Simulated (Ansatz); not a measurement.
`[CH3][Sc]([F])[F]` + CH₃OH → `C[O][Sc]([F])[F]` + CH₄ at 500 K and 1 bar (ligand exchange at the Sc–C bond).

Calculated with Ansatz (gas phase, PBE0-D4/def2-TZVP geometries, no zero-point term in ΔE). CCSD(T)/CBS adds triple-zeta CCSD(T) − MP2 to the extrapolated MP2 energy (def2 sets, frozen cores). This one scheme is used for every species. For Sc outer-core shells are correlated without core-valence functions, which leaves a few kJ/mol of doubt a bond. Scalar relativity is left out up to krypton. Each species was taken in one conformer, which may not be the lowest.

```json
{"species": "`[CH3][Sc]([F])[F]`", "CCSD(T)/CBS energy (Eh)": "-999.78512", "H − E (kJ/mol)": "138.5", "S (J/(mol·K))": "411.5"}
{"species": "CH₃OH", "CCSD(T)/CBS energy (Eh)": "-115.61712", "H − E (kJ/mol)": "157.0", "S (J/(mol·K))": "265.4"}
{"species": "`C[O][Sc]([F])[F]`", "CCSD(T)/CBS energy (Eh)": "-1075.01863", "H − E (kJ/mol)": "162.8", "S (J/(mol·K))": "434.8"}
{"species": "CH₄", "CCSD(T)/CBS energy (Eh)": "-40.46206", "H − E (kJ/mol)": "135.6", "S (J/(mol·K))": "206.8"}
```

H − E and S are ideal-gas, rigid-rotor, harmonic terms from PBE0-D4/def2-TZVP, for one conformer and one mirror image of each species. 1 Eh = 2625.50 kJ/mol, R = 8.31446 J/(mol·K).

**Question.** By hand: ΔE, ΔH, ΔS and ΔG.

**Answer.** ΔE = (-1075.01863) + (-40.46206) − (-999.78512) − (-115.61712) = -0.07845 Eh = -206.0 kJ/mol. Δ(H − E) = 162.8 + 135.6 − 138.5 − 157.0 = 2.9, so ΔH = -203.1 kJ/mol. ΔS = 434.8 + 206.8 − 411.5 − 265.4 = -35.3 J/(mol·K). ΔG = -203.1 − 500 × (-35.3)/1000 = -185.4 kJ/mol.

**Question.** By hand: the equilibrium constant, and the temperature at which ΔG would vanish if ΔH and ΔS stayed fixed.

**Answer.** log₁₀ K = −ΔG/(RT ln 10) = 19.4. ΔG = 0 at ΔH/ΔS = 5754 K, far beyond where these terms or the molecules hold.

ΔH outweighs TΔS. A doubt of 5 kJ/mol in ΔE shifts log₁₀ K by 0.5 here. Other conformers and mirror images would add mixing entropy, several J/(mol·K) or more a flexible species. Modes under 60 cm⁻¹, often nearly free rotors, make the harmonic entropy too high. These are equilibria of isolated gas molecules and say nothing of rates. Largest T1 diagnostic: 0.016 (customary marks: 0.02 for closed shells, 0.045 for open ones).
